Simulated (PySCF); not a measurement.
Oxalic acid, C2H2O4, SMILES OC(=O)C(O)=O, CAM-B3LYP/def2-SVP optimised geometry.

```
8

O     -1.60     0.72     0.00
C     -0.27     0.72     0.00
O      0.42     1.69     0.00
C      0.27    -0.72     0.00
O      1.60    -0.72     0.02
O     -0.42    -1.69    -0.02
H     -1.89     1.65     0.00
H      1.89    -1.65     0.01
```

Density from CAM-B3LYP/def2-TZVP run with PySCF at that geometry.

Minimum of the electron density along straight lines between bonded atoms, close to the bond critical point (lines longer than 1.1 times the sum of covalent radii, or with two minima, are not listed):

```csv
bond,length / Å,ρ at the minimum / e bohr⁻³,∇²ρ there / e bohr⁻⁵,position (fraction from the first atom)
O1–C2,1.327,0.325,-0.75,0.66
C2–O3,1.195,0.444,-0.23,0.34
C2–C4,1.535,0.260,-0.72,0.50
C4–O5,1.327,0.325,-0.75,0.35
C4–O6,1.195,0.444,-0.23,0.34
O1–H7,0.971,0.349,-2.41,0.81
O5–H8,0.971,0.349,-2.41,0.81
```
